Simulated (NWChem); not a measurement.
## H$_{3}$B

Everything below was run with NWChem. All single points use one geometry, from B3LYP/def2-SVP, a minimum by its harmonic frequencies.

The NWChem input:

```
start mol
memory heap 200 mb stack 900 mb global 1100 mb
geometry "system" units angstroms nocenter noautoz noautosym
  B      0.000000     0.000000    -0.000000
  H      0.000000     0.000000     1.204392
  H     -1.043033     0.000000    -0.602195
  H      1.043033     0.000000    -0.602195
end
set geometry "system"
basis spherical
  * library 6-31g*
end
dft
  xc xpbe96 cpbe96
  semidirect memsize 60000000 filesize 0
  iterations 100
  convergence energy 1e-10 density 1e-9 gradient 1e-8
  tolerances tight
end
task dft energy
rt_tddft
  tmax 150.0
  dt 0.2
  tag "kick"
  print dipole
  field "kick"
    type delta
    polarization z
    max 0.0001
  end
  excite "system" with "kick"
end
task dft rt_tddft
```

Change of the dipole's z component after the kick, in units of 1e-4 a.u.:

```json
[
 {"time (a.u.)": "0.0", "Δμ": "0.000"},
 {"time (a.u.)": "0.4", "Δμ": "0.169"},
 {"time (a.u.)": "0.8", "Δμ": "0.357"},
 {"time (a.u.)": "1.2", "Δμ": "0.534"},
 {"time (a.u.)": "1.6", "Δμ": "0.644"},
 {"time (a.u.)": "2.0", "Δμ": "0.736"},
 {"time (a.u.)": "2.4", "Δμ": "0.782"},
 {"time (a.u.)": "2.8", "Δμ": "0.809"},
 {"time (a.u.)": "3.2", "Δμ": "0.806"},
 {"time (a.u.)": "3.6", "Δμ": "0.761"},
 {"time (a.u.)": "4.0", "Δμ": "0.688"},
 {"time (a.u.)": "4.4", "Δμ": "0.566"},
 {"time (a.u.)": "4.8", "Δμ": "0.433"},
 {"time (a.u.)": "5.2", "Δμ": "0.278"},
 {"time (a.u.)": "5.6", "Δμ": "0.134"},
 {"time (a.u.)": "6.0", "Δμ": "-0.006"},
 {"time (a.u.)": "6.4", "Δμ": "-0.144"},
 {"time (a.u.)": "6.8", "Δμ": "-0.277"},
 {"time (a.u.)": "7.2", "Δμ": "-0.417"},
 {"time (a.u.)": "7.6", "Δμ": "-0.540"},
 {"time (a.u.)": "8.0", "Δμ": "-0.646"},
 {"time (a.u.)": "8.4", "Δμ": "-0.711"},
 {"time (a.u.)": "8.8", "Δμ": "-0.731"},
 {"time (a.u.)": "9.2", "Δμ": "-0.717"},
 {"time (a.u.)": "9.6", "Δμ": "-0.662"},
 {"time (a.u.)": "10.0", "Δμ": "-0.605"},
 {"time (a.u.)": "10.4", "Δμ": "-0.521"},
 {"time (a.u.)": "10.8", "Δμ": "-0.445"},
 {"time (a.u.)": "11.2", "Δμ": "-0.340"},
 {"time (a.u.)": "11.6", "Δμ": "-0.230"},
 {"time (a.u.)": "12.0", "Δμ": "-0.096"},
 {"time (a.u.)": "12.4", "Δμ": "0.043"},
 {"time (a.u.)": "12.8", "Δμ": "0.178"},
 {"time (a.u.)": "13.2", "Δμ": "0.310"},
 {"time (a.u.)": "13.6", "Δμ": "0.417"},
 {"time (a.u.)": "14.0", "Δμ": "0.528"},
 {"time (a.u.)": "14.4", "Δμ": "0.612"},
 {"time (a.u.)": "14.8", "Δμ": "0.701"},
 {"time (a.u.)": "15.4", "Δμ": "0.771"},
 {"time (a.u.)": "15.8", "Δμ": "0.782"},
 {"time (a.u.)": "16.2", "Δμ": "0.733"},
 {"time (a.u.)": "16.6", "Δμ": "0.652"},
 {"time (a.u.)": "17.0", "Δμ": "0.521"},
 {"time (a.u.)": "17.4", "Δμ": "0.375"},
 {"time (a.u.)": "17.8", "Δμ": "0.209"},
 {"time (a.u.)": "18.2", "Δμ": "0.040"},
 {"time (a.u.)": "18.6", "Δμ": "-0.127"},
 {"time (a.u.)": "19.0", "Δμ": "-0.296"},
 {"time (a.u.)": "19.4", "Δμ": "-0.448"},
 {"time (a.u.)": "19.8", "Δμ": "-0.590"},
 {"time (a.u.)": "20.2", "Δμ": "-0.697"},
 {"time (a.u.)": "20.6", "Δμ": "-0.770"},
 {"time (a.u.)": "21.0", "Δμ": "-0.804"},
 {"time (a.u.)": "21.4", "Δμ": "-0.793"},
 {"time (a.u.)": "21.8", "Δμ": "-0.755"},
 {"time (a.u.)": "22.2", "Δμ": "-0.675"},
 {"time (a.u.)": "22.6", "Δμ": "-0.581"},
 {"time (a.u.)": "23.0", "Δμ": "-0.450"},
 {"time (a.u.)": "23.4", "Δμ": "-0.309"},
 {"time (a.u.)": "23.8", "Δμ": "-0.146"},
 {"time (a.u.)": "24.2", "Δμ": "0.025"},
 {"time (a.u.)": "24.6", "Δμ": "0.186"},
 {"time (a.u.)": "25.0", "Δμ": "0.349"},
 {"time (a.u.)": "25.4", "Δμ": "0.470"},
 {"time (a.u.)": "25.8", "Δμ": "0.587"},
 {"time (a.u.)": "26.2", "Δμ": "0.649"},
 {"time (a.u.)": "26.6", "Δμ": "0.701"},
 {"time (a.u.)": "27.0", "Δμ": "0.705"},
 {"time (a.u.)": "27.4", "Δμ": "0.690"},
 {"time (a.u.)": "27.8", "Δμ": "0.647"},
 {"time (a.u.)": "28.2", "Δμ": "0.575"},
 {"time (a.u.)": "28.6", "Δμ": "0.496"},
 {"time (a.u.)": "29.0", "Δμ": "0.386"},
 {"time (a.u.)": "29.4", "Δμ": "0.283"},
 {"time (a.u.)": "29.8", "Δμ": "0.154"}
]
```
